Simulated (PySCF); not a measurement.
## Assigning NMR signals

Atom-mapped SMILES (the numbers label the heavy atoms): `[CH2:1]=[CH:2][CH2:3][O:4][SiH2:5]/[CH:6]=[CH:7]\[C:8]#[N:9]`. Each H is labelled by its parent atom. Ha(C1) is cis to C3; Hb(C1) is trans to C3.

Equivalent nuclei averaged, non-relativistic, in vacuum, a single conformation. NMR shieldings at PBE0/pcSseg-1/GIAO; structure optimised with GFN2-xTB; PySCF 2.14.

Shifts are taken against calculated references (same method and geometry level): ¹³C, ¹H against TMS.

Q: Assign these signals to the numbered atoms. ¹³C{¹H} NMR (computed): δ 170.3 (CH), 144.3 (CH), 127.3 (CH2), 127.1 (C), 120.7 (CH), 70.2 (CH2).

A: 
170.3 → C6, alkene CH
144.3 → C2, alkene CH: the olefinic region
127.3 → C1, terminal =CH2 carbon: the olefinic region
127.1 → C8, nitrile carbon: typical of a nitrile
120.7 → C7, alkene CH: an sp2 carbon of a C=C bond
70.2 → C3, allylic sp3 CH2 bonded to O: deshielded by the electronegative neighbour

C1 and C8 lie closer than the usual error of such a calculation, so a measured spectrum could show them in the other order.

Q: Assign these signals to the numbered atoms. ¹H NMR (400 MHz, computed): δ 7.09 (m, 1H), 6.42 (m, 1H), 6.21 (d, 1H), 6.00 (m, 1H), 5.56 (m, 1H), 5.25 (d, 2H), 5.00 (d, 2H).

A: 
7.09 → H(C6), hydrogen on an alkene CH: attached to an sp2 carbon and in the plane of the double bond
6.42 → H(C2), hydrogen on an alkene CH
6.21 → H(C7), hydrogen on an alkene CH
6.00 → Ha(C1), hydrogen on a terminal =CH2 carbon: a vinylic proton, deshielded by the sp2 carbon and the C=C anisotropy
5.56 → Hb(C1), hydrogen on a terminal =CH2 carbon
5.25 → H(Si5), hydrogen on a silicon bonded to C, O
5.00 → H(C3), hydrogen on an allylic sp3 CH2 bonded to O: its carbon carries O, which withdraws density

Shifts are as computed. Against solution values, carbons near 30 ppm lie about +3 ppm off and those near 130 ppm about +5 ppm. Of 1211 compounds with measured shifts, 218 miss one by over three times the rms of a fit or turn the order of signals round; such compounds aren't used in these exercises. No couplings were computed; multiplicities are counted from neighbouring protons, with m where these are inequivalent, close in shift, in a saturated or five-membered ring or joined by F or P, and br s for small geminal =CH2 splittings.
